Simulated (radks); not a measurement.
Fractional charge and spin in the 6s shell of promethium: the spin-up occupation runs from 0 to 1 and the spin-down occupation from 0 to 1; the fullest corner is Pm, [Xe] 4f(up 2.5, down 2.5) 6s(up 1, down 1). Method: scalar-relativistic Kohn-Sham, BLYP, spin-polarised, spherical densities, point nucleus; computed with a radial shooting solver on a logarithmic mesh with Libxc functionals. Energy (eV) minus the two flat planes that join the four corners (they meet along the diagonal where the two added fractions sum to one electron); zero is where a piecewise linear energy would lie.

down \ up       0    0.25     0.5    0.75       1
0           0.000  -0.495  -0.658  -0.491   0.000
0.25       -0.495  -0.631  -0.434   0.087  -0.444
0.5        -0.658  -0.434   0.115  -0.389  -0.586
0.75       -0.491   0.087  -0.389  -0.560  -0.435
1           0.000  -0.444  -0.586  -0.435   0.000

Corners above the fullest one (they belong to Pm+ and the next ion): (up 1, down 0) 5.696 eV, (up 0, down 1) 5.696 eV, (up 0, down 0) 16.864 eV. With half an added electron in each spin the energy lies 0.115 eV from the planes, and with half an added electron in spin up alone -0.658 eV. The planes are only a guide here: the flat-plane condition holds for ground states with one frontier orbital, while this shell lies below other occupied shells, so the corners above the fullest one are inner-hole states and not the ground states of those ions.
